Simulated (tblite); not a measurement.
Species: C5H12B2O2.
Cartesian coordinates in Å at the GFN2-xTB level; atoms count from 1:
```
atom  x, y, z in Å
B1    -1.215    2.366   -0.048
O2    -0.811    1.133    0.015
B3    -0.511   -0.158    0.116
O4    -1.431   -1.121   -0.176
C5    -2.747   -0.845   -0.591
C6     0.906   -0.676    0.610
C7     0.860   -1.881    1.514
C8     2.080   -0.142    0.277
C9     2.307    1.023   -0.629
H10   -1.087    2.972   -1.057
H11   -1.703    2.876    0.901
H12   -3.018   -1.579   -1.353
H13   -3.427   -0.944    0.260
H14   -2.843    0.163   -1.003
H15    0.292   -1.653    2.415
H16    1.859   -2.203    1.798
H17    0.349   -2.695    1.004
H18    2.992   -0.579    0.673
H19    2.991    0.741   -1.430
H20    2.769    1.841   -0.077
H21    1.378    1.375   -1.065
```

Computed values, GFN2-xTB/tblite, gas phase, harmonic and unscaled. Against measured fundamentals such values can be off by several per cent, at times by over 20. Modes of hydrogen on boron can be 10 to 20 % off. One conformer, not necessarily the lowest. The optimisation stopped once no atom felt more than 0.01 eV/Å.

Lowest wavenumbers of the output (negative numbers stand for imaginary wavenumbers):
```
mode    cm-1
  1     -35.9
  2      24.9
  3      81.4
  4      85.3
  5     118.3
  6     129.7
  7     140.1
  8     160.3
  9     211.9
 10     241.8
```

**Question.** Is this structure a minimum?

**Answer.** Not by this Hessian. 1 mode is imaginary beyond 20i (36i cm⁻¹), so at this level the point lies at or near a first-order saddle. The curvature is small, so loose convergence or finite differences may be the whole cause.

**Question.** Which atoms move in the imaginary mode?

**Answer.** 36i: H13 (methyl hydrogen) 36 %, H14 (methyl hydrogen) 32 %, H12 (methyl hydrogen) 30 %. These are shares of the mass-weighted motion.

**Question.** What is the remedy?

**Answer.** Step along that mode in both directions, optimise again with tighter thresholds and repeat the frequencies. The zero-point energy of this point (104.7 kcal/mol) counts the 56 real modes alone, and thermal corrections from it aren't those of a minimum.

The run took 2.6 s on one thread of an Intel Xeon at 2.50 GHz, no GPU, shared host with 64 logical CPUs at a one-minute load of 54. This covers the Hessian and the dipole derivatives.
